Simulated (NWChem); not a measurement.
Species: CH3BeI; SMILES [CH3][Be][I]

All runs: NWChem. Geometry: optimised at PBE0/def2-SVP. def2 effective core potentials on I; no spin-orbit coupling. Level r2SCAN/def2-SVP: energy and gradient on several grids; changes count from the extra-fine grid, which is no exact limit either.

```tsv
grid	size of the energy change (μHa)	largest change of a gradient component (μHa/bohr)	time, medium = 1 (rough)
xcoarse	500	3000	about 1
coarse	400	200	about 1
medium	< 10	100	about 1
fine	< 10	< 30	about 1
xfine	< 10	< 30	4
```
